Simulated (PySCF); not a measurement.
Problem. What does the PBE0-D3(BJ)/def2-SVP structure of `FCC/C=N/[SiH3]` look like in three dimensions?

Solution. 
```xyz
14
C3H8FNSi angstrom
F     -3.4713    0.1217    0.2209
C     -2.1022    0.0951    0.3327
C     -1.4965   -0.3178   -0.9882
C     -0.0029   -0.3706   -0.9731
N      0.6803   -0.1004    0.0586
Si     2.4309   -0.1381    0.1394
H     -1.7440    1.0939    0.6293
H     -1.8173   -0.6108    1.1292
H     -1.8190    0.3741   -1.7873
H     -1.8841   -1.3072   -1.2923
H      0.4595   -0.6663   -1.9431
H      2.9118    1.2191    0.5273
H      3.0505   -0.5303   -1.1724
H      2.8334   -1.1182    1.1887
```

Any rigid rotation of these coordinates is as good. Atoms count from 1 in this order. The 6 heavy atoms lie in one plane (0.003 Å rms). Si6 (SiH3 silicon) is tetrahedral (angles from 108.3° to 112.2°). Of the pairs four or more bonds apart, N5···H7 is among the closest relative to their van der Waals radii: 2.76 Å, 100 % of the sum of Bondi's values.

Bonds between heavy atoms (Å): F1–C2 1.374, C2–C3 1.511, C3–C4 1.495, C4=N5 1.267, N5–Si6 1.753.

Computed, not measured: PBE0-D3(BJ)/def2-SVP geometry optimisation, gas phase (PySCF 2.14.0).

Point group: Cs (every atom within 0.08 Å of its image). Stationary, but not proved a minimum. One conformer, not necessarily the lowest (F1–C2–C3–C4 180°, C2–C3–C4–N5 0°).

On one thread, Arm Neoverse V1, no GPU, shared host, this took 45 s wall. This is the geometry optimisation.
